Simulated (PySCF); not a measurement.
# WS₂⁺, doublet: computed properties

All numbers come from UPBE0/[W def2-SVP with ECP60, S def2-SVP], scalar-relativistic core potentials, density fitting, no spin–orbit coupling, PySCF.

The structure is a minimum.

```xyz
3
charge 1 multiplicity 2, angstrom
W     0.0000    0.0000   -0.3287
S     1.6450    0.0000    0.9497
S    -1.6450    0.0000    0.9497
```

```json
{"Point group": "C2v", "Bond lengths": "W–S 2.083 Å (×2)", "Bond angles": "S–W–S 104.3°", "Entropy at 298.15 K and 1 bar (electronic part: spin only)": "300.9 J/(mol K)", "Principal quadrupole moments (Buckingham, traceless) about the centre of mass": "-4.26, 1.10, 3.15 D Å", "Rotational constants": "0.2174, 0.09742, 0.06727 cm⁻¹", "Zero-point energy": "8.2 kJ/mol", "Heat capacity Cp at 298.15 K": "49.9 J/(mol K)", "Lowest empty level (α)": "-9.80 eV", "Rotational symmetry number": "2", "Highest occupied level (α)": "-13.02 eV", "Enthalpy at 298.15 K above 0 K": "12.22 kJ/mol", "Spin squared ⟨S²⟩": "0.834", "Dipole moment about the centre of mass": "2.62 D", "Principal polarisabilities": "41.0, 51.7, 92.8 bohr³"}
```

Harmonic modes (masses in u: W 183.951, S 31.972):
```tsv
symmetry	ω (cm⁻¹)	IR (km/mol)	μ (u)
a1	223	0.2	35.85
b2	565	27.4	37.49
a1	583	0.6	35.72
```

In C2v the vibrations span 2a1 + b2. Here b1 is antisymmetric to the molecular plane and b2 lies in it.

Charges (e):
```json
{"atom": "W1", "Mulliken": "0.77", "Löwdin": "-0.01", "polar tensor": "1.26", "spin (Mulliken)": "1.52", "Mayer order to W1": "–"}
{"atom": "S2,3", "Mulliken": "0.11", "Löwdin": "0.51", "polar tensor": "-0.13", "spin (Mulliken)": "-0.26", "Mayer order to W1": "2.43"}
```

Mulliken populations on W1 (electrons outside its core potential): s 2.66, p 6.14, d 4.36, f 0.06.

Outer orbital energies (eV). α occupied: -24.82, -16.05, -15.82, -15.46, -15.03, -14.77, -13.60, -13.02; empty: -9.80, -9.25, -8.68, -7.44. β occupied: -25.54, -25.10, -15.92, -15.72, -15.39, -14.91, -14.72, -13.20; empty: -9.13, -9.08, -8.84, -8.29.

Formally W is in oxidation state +5, d1, with 1 unpaired electron. The Mulliken spin on W is 1.52. The polar-tensor charge on W, 1.26, is far below the formal one.

Only a few start shapes were tried, so a lower isomer may exist. With open d or f shells other occupations or spin states may lie lower. With an element this heavy the missing spin–orbit coupling can shift these numbers.

The final relaxation and frequency run took 44 s on 2 threads of a shared Arm Neoverse N1 host, with 68 basis functions and 9 gradients; the process peaked at 0.68 GiB. Launch command: `OMP_NUM_THREADS=2 python axn.py task.json out`.
